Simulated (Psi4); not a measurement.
Psi4 input (wB97X-D/6-311+G**):

```
memory 1500 MB

molecule {
0 1
C    -2.15174800    0.12813000    0.68086100
C    -1.01383500   -0.55339500    0.60937100
C    -0.10382800   -0.60094000   -0.57563800
Si    1.45351100    0.43816600   -0.30413100
H    -2.74689300    0.14149500    1.58436100
H    -2.52779300    0.69577200   -0.16304800
H    -0.67801000   -1.10305300    1.48491800
H     0.21328300   -1.62836800   -0.77995700
H    -0.61057700   -0.23229800   -1.47131600
H     1.09012100    1.86874400   -0.18011900
H     2.13799000    0.00871100    0.93934900
H     2.38918200    0.27190800   -1.44392800
symmetry c1
no_reorient
no_com
}

set {
  basis 6-311+G**
  reference rks
  scf_type df
  df_basis_scf def2-universal-jkfit
  dft_radial_points 99
  dft_spherical_points 590
  e_convergence 1e-8
  d_convergence 1e-7
  maxiter 150
}

e = energy('wb97x-d')
print_out(f'\nFINAL {e:.10f} DIPOLE {variable("CURRENT DIPOLE")[0]:.6f} {variable("CURRENT DIPOLE")[1]:.6f} {variable("CURRENT DIPOLE")[2]:.6f}\n')
```

From the output:

```
      63A      0.689595    64A      0.713706    65A      0.746383
      66A      0.767117    67A      0.786380    68A      0.795237
      69A      0.804375    70A      0.837561    71A      0.883693
      72A      0.906371    73A      0.913566    74A      0.948609
      75A      0.975170    76A      1.014292    77A      1.063275
      78A      1.121442    79A      1.163675    80A      1.210668
      81A      1.271378    82A      1.319885    83A      1.336861
      84A      1.371480    85A      1.402833    86A      1.493016
      87A      1.521335    88A      1.531939    89A      1.551913
      90A      1.586584    91A      1.622426    92A      1.639346
      93A      1.677718    94A      1.687047    95A      1.729978
      96A      1.742927    97A      1.753004    98A      1.760344
      99A      1.815757   100A      1.848202   101A      1.879830
     102A      1.926770   103A      1.952666   104A      2.015633
     105A      2.080624   106A      2.107967   107A      2.165836
     108A      2.205368   109A      2.218230   110A      2.238593
     111A      2.283562   112A      2.307376   113A      2.365810
     114A      2.413281   115A      2.547530   116A      2.589797
     117A      2.617624   118A      2.647222   119A      2.670370
     120A      2.732730   121A      2.735256   122A      2.769428
     123A      2.795571   124A      2.805907   125A      2.868416
     126A      2.896642   127A      2.939193   128A      3.028019
     129A      3.173011   130A      3.216416   131A      3.377160
     132A      3.607329   133A      3.825384   134A      3.886040
     135A      4.068978   136A      4.371698   137A      5.783350
     138A     11.562748   139A     11.568263   140A     11.592353
     141A     23.863481   142A     24.014049   143A     24.411928
     144A    141.314124

    Final Occupation by Irrep:
              A
    DOCC [    20 ]
    NA   [    20 ]
    NB   [    20 ]

  @DF-RKS Final Energy:  -408.59421549385434

   => Energetics <=

    Nuclear Repulsion Energy =            153.4775517194956365
    One-Electron Energy =                -864.4694305693550405
    Two-Electron Energy =                 330.5760558194307350
    DFT Exchange-Correlation Energy =     -28.1737265512280679
    Empirical Dispersion Energy =          -0.0046659121975841
    VV10 Nonlocal Energy =                  0.0000000000000000
    Total Energy =                       -408.5942154938543354

Computation Completed

Properties will be evaluated at   0.000000,   0.000000,   0.000000 [a0]

Properties computed using the SCF density matrix

 Multipole Moments:

 ------------------------------------------------------------------------------------
     Multipole            Electronic (a.u.)      Nuclear  (a.u.)        Total (a.u.)
 ------------------------------------------------------------------------------------

 L = 1.  Multiply by 2.5417464519 to convert [e a0] to [Debye]
 Dipole X            :         -0.0473692           -0.0000170           -0.0473862
 Dipole Y            :         -0.1603557            0.0000094           -0.1603463
 Dipole Z            :         -0.1097799           -0.0000189           -0.1097988
 Magnitude           :                                                    0.2000304

 ------------------------------------------------------------------------------------

FINAL -408.5942154939 DIPOLE -0.047386 -0.160346 -0.109799

*** Psi4 exiting successfully. Buy a developer a beer!
```

The geometry given is a B3LYP-D3(BJ)/def2-TZVP minimum.
